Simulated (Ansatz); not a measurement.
Ansatz (a quantum-chemistry and plane-wave program) input for B(Cl)(H)(SeH) (BClH2Se), SMILES ClB[SeH], B3LYP-D3(BJ)/def2-TZVP. 

Ansatz 0.2 input:
```yaml
crystal:
  periodic: [false, false, false]
  atoms:
    - {symbol: B, position_ang: [-0.76038235, -0.61704987, -0.00000000]}
    - {symbol: Cl, position_ang: [0.17683196, -2.03498649, 0.00000000]}
    - {symbol: H, position_ang: [-1.92895677, -0.68370357, 0.00000000]}
    - {symbol: Se, position_ang: [0.03821598, 1.10742721, 0.00000000]}
    - {symbol: H, position_ang: [1.42538203, 0.71119817, -0.00000000]}
basis:
  gaussian:
    orbitals: def2-TZVP
hamiltonian:
  xc: b3lyp
  dispersion: d3bj
relax: {f_tol: 0.002, max_steps: 200}
```

Output:

```
WARN ansatz: RAYON_NUM_THREADS=1 ignored (pool sized by the plan → 1); use --threads N
Functional definition: B3LYP
integrals: 0.05 GiB planned
929 factors; their error is unknown
mean field: 0.48 GiB planned
mean field evaluation 1: about -78582.8892 eV, gradient 2.4e1 eV
mean field evaluation 2: about -78581.8631 eV, gradient 3.0e1 eV
mean field evaluation 4: about -78584.4145 eV, gradient 9.5e-1 eV
mean field evaluation 8: about -78584.7715 eV, gradient 1.0e-1 eV
mean field evaluation 16: about -78584.7715 eV, gradient 1.2e-5 eV
mean field -78584.77148088 eV, -2887.9370852512 hartree, gradient 1.2e-5 eV, S^2 0.000000; 0 other end points of the search recorded, 0 dependent functions left out
the calculation of the forces begins
reference -78584.77170797 eV, -2887.9370935963 hartree; 29, 29 occupied and 99, 99 virtual orbitals, 929 factors
relax step   1: F+E_penalty+E_count = -78584.98505810 eV  Δ(F+E_penalty+E_count) = +0.000e0 eV  max|allowed force component| = 1.248e0 eV/Å  Δτ_max = 0.0000 Å  (29 SCF iters, accepted)
these checks for a lower state are left out or cut short: starts, cluster_reference, orbital_swaps, neighbouring_geometries, increment
integrals: 0.05 GiB planned
929 factors; their error is unknown
mean field: 0.48 GiB planned
mean field -78584.82335497 eV, -2887.9389915886 hartree, gradient 1.8e-5 eV, S^2 0.000000; 0 other end points of the search recorded, 0 dependent functions left out
the calculation of the forces begins
reference -78584.82358286 eV, -2887.9389999635 hartree; 29, 29 occupied and 99, 99 virtual orbitals, 929 factors
relax step   2: F+E_penalty+E_count = -78585.03474787 eV  Δ(F+E_penalty+E_count) = -4.969e-2 eV  max|allowed force component| = 4.984e-1 eV/Å  Δτ_max = 0.0454 Å  (32 SCF iters, accepted)
these checks for a lower state are left out or cut short: starts, cluster_reference, orbital_swaps, neighbouring_geometries, increment
integrals: 0.05 GiB planned
929 factors; their error is unknown
mean field: 0.48 GiB planned
mean field evaluation 32: about -78584.8342 eV, gradient 1.6e-5 eV
mean field -78584.83423553 eV, -2887.9393914419 hartree, gradient 1.6e-5 eV, S^2 0.000000; 0 other end points of the search recorded, 0 dependent functions left out
the calculation of the forces begins
reference -78584.83446434 eV, -2887.9393998504 hartree; 29, 29 occupied and 99, 99 virtual orbitals, 929 factors
relax step   3: F+E_penalty+E_count = -78585.04458704 eV  Δ(F+E_penalty+E_count) = -9.839e-3 eV  max|allowed force component| = 2.173e-1 eV/Å  Δτ_max = 0.0308 Å  (33 SCF iters, accepted)
these checks for a lower state are left out or cut short: starts, cluster_reference, orbital_swaps, neighbouring_geometries, increment
integrals: 0.05 GiB planned
929 factors; their error is unknown
mean field: 0.48 GiB planned
mean field -78584.83525455 eV, -2887.9394288901 hartree, gradient 1.6e-5 eV, S^2 0.000000; 0 other end points of the search recorded, 0 dependent functions left out
the calculation of the forces begins
reference -78584.83548338 eV, -2887.9394372995 hartree; 29, 29 occupied and 99, 99 virtual orbitals, 929 factors
relax step   4: F+E_penalty+E_count = -78585.04561326 eV  Δ(F+E_penalty+E_count) = -1.026e-3 eV  max|allowed force component| = 6.590e-2 eV/Å  Δτ_max = 0.0050 Å  (33 SCF iters, accepted)
these checks for a lower state are left out or cut short: starts, cluster_reference, orbital_swaps, neighbouring_geometries, increment
integrals: 0.05 GiB planned
929 factors; their error is unknown
mean field: 0.48 GiB planned
mean field -78584.83525651 eV, -2887.9394289624 hartree, gradient 1.5e-5 eV, S^2 0.000000; 0 other end points of the search recorded, 0 dependent functions left out
the calculation of the forces begins
reference -78584.83548528 eV, -2887.9394373694 hartree; 29, 29 occupied and 99, 99 virtual orbitals, 929 factors
relax step   5: F+E_penalty+E_count = -78585.04575226 eV  Δ(F+E_penalty+E_count) = -1.390e-4 eV  max|allowed force component| = 8.455e-3 eV/Å  Δτ_max = 0.0058 Å  (33 SCF iters, accepted)
these checks for a lower state are left out or cut short: starts, cluster_reference, orbital_swaps, neighbouring_geometries, increment
integrals: 0.05 GiB planned
929 factors; their error is unknown
mean field: 0.48 GiB planned
mean field -78584.83525155 eV, -2887.9394287802 hartree, gradient 1.5e-5 eV, S^2 0.000000; 0 other end points of the search recorded, 0 dependent functions left out
the calculation of the forces begins
reference -78584.83548032 eV, -2887.9394371870 hartree; 29, 29 occupied and 99, 99 virtual orbitals, 929 factors
relax step   6: F+E_penalty+E_count = -78585.04575438 eV  Δ(F+E_penalty+E_count) = -2.122e-6 eV  max|allowed force component| = 2.265e-3 eV/Å  Δτ_max = 0.0006 Å  (34 SCF iters, accepted)
these checks for a lower state are left out or cut short: starts, cluster_reference, orbital_swaps, neighbouring_geometries, increment
integrals: 0.05 GiB planned
929 factors; their error is unknown
mean field: 0.48 GiB planned
mean field evaluation 64: about -78584.8353 eV, gradient 1.5e-5 eV
mean field -78584.83525402 eV, -2887.9394288706 hartree, gradient 1.5e-5 eV, S^2 0.000000; 0 other end points of the search recorded, 0 dependent functions left out
the calculation of the forces begins
reference -78584.83548278 eV, -2887.9394372775 hartree; 29, 29 occupied and 99, 99 virtual orbitals, 929 factors
relax step   7: F+E_penalty+E_count = -78585.04575456 eV  Δ(F+E_penalty+E_count) = -1.846e-7 eV  max|allowed force component| = 4.723e-4 eV/Å  Δτ_max = 0.0002 Å  (33 SCF iters, accepted)
integrals: 0.05 GiB planned
929 factors; their error is unknown
mean field: 0.48 GiB planned
mean field -78584.83525402 eV, -2887.9394288706 hartree, gradient 1.5e-5 eV, S^2 0.000000; 1 other end points of the search recorded, 0 dependent functions left out
the calculation of the forces begins
reference -78584.83548278 eV, -2887.9394372775 hartree; 29, 29 occupied and 99, 99 virtual orbitals, 929 factors
Total energy: -78585.04598333 eV, -2887.9471730300 hartree
Atom 0 at    -0.751760    -0.612587    -0.000000 Å, force    -0.000457    -0.000398    -0.000000 eV/Å
Atom 1 at     0.182072    -2.091674    -0.000000 Å, force     0.000227     0.000129    -0.000000 eV/Å
Atom 2 at    -1.934144    -0.674096     0.000000 Å, force    -0.000109     0.000085     0.000000 eV/Å
Atom 3 at     0.023346     1.146309    -0.000000 Å, force     0.000472     0.000071    -0.000000 eV/Å
Atom 4 at     1.431577     0.714933     0.000000 Å, force    -0.000134     0.000114     0.000000 eV/Å
Dipole moment:     0.070087     0.111433     0.000000 e Å
```

The calculation finished and met its thresholds.

Cost: very roughly 28 core-seconds.
